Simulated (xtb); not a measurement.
In(Cl)(SiH3)2 (ClH6InSi2), SMILES [SiH3][In]([SiH3])[Cl]. All values are semi-empirical tight-binding results from xtb (GFN2-xTB unless named), good for trends rather than for accurate numbers. The structure is a stationary point at GFN2-xTB. The structure was generated by enumeration; whether it is a known compound was not checked.

Optimised geometry:

```xyz
10

In    -0.0346    -0.0270    -0.0039
Cl    -2.0070    -1.3299     0.0301
Si    -0.0701     2.2576    -1.3086
H      1.1443     2.2548    -2.1498
H      0.1262     3.3291    -0.3104
H     -1.2120     2.6253    -2.1602
Si     2.0765    -0.9168     1.2904
H      2.6970     0.3021     1.8486
H      3.0448    -1.4634     0.3184
H      1.9231    -1.8845     2.3885
```
Charge 0, spin multiplicity 1.

A frequency run showed that this geometry is not a minimum.

For metal compounds this method's bond lengths and energies can be far off.

Q: Estimate the properties. (Estimate from the structure and the level; the computed values follow.)

A: 
```
Item          Result
-----------  -------
orbital gap  2.64 eV
```

Computed atomic charges and the Wiberg bond orders between heavy atoms:
charges (e) In1 0.00, Cl2 -0.31, Si3 0.41, H4 -0.10, H5 -0.09, H6 -0.07, Si7 0.41, H8 -0.10, H9 -0.09, H10 -0.07. Bond orders In1–Cl2 1.04, In1–Si3 0.67, In1–Si7 0.67.
